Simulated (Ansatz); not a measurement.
```yaml
crystal:
  periodic: [false, false, false]
  atoms:
    - {symbol: O, position_ang: [1.647738, -0.236379, -0.512048]}
    - {symbol: Nb, position_ang: [-0.159224, 0.184977, -0.348482]}
    - {symbol: O, position_ang: [-0.338532, -0.935960, 1.150440]}
    - {symbol: Cl, position_ang: [-1.532356, -1.067281, -1.663470]}
    - {symbol: Cl, position_ang: [0.037472, 1.881960, -1.920504]}
    - {symbol: Cl, position_ang: [-0.969236, 1.830152, 1.090813]}
    - {symbol: H, position_ang: [2.094125, -0.825079, 0.105363]}
    - {symbol: H, position_ang: [-0.687788, -0.889488, 2.042085]}
basis:
  gaussian: {orbitals: def2-SVPD, fitting: {mean_field: def2-universal-jkfit}}
magnetization: {spin_polarized: true, initial_magnetization: 2}
hamiltonian: {xc: {name: HF}}
correlation: {active_space: {window: {electrons: 3, orbitals: 2}}}
output: {forces: true}
```

```sh
$ ansatz run in.yaml --threads 4 --pin off --events-out ev --progress --plain --max-ram 11315MiB
```

It prints (some lines left out):

```
Error: invalid value for `correlation.active_space`: it starts from restricted Hartree–Fock orbitals; set hamiltonian.xc: hf without magnetization.spin_polarized
```
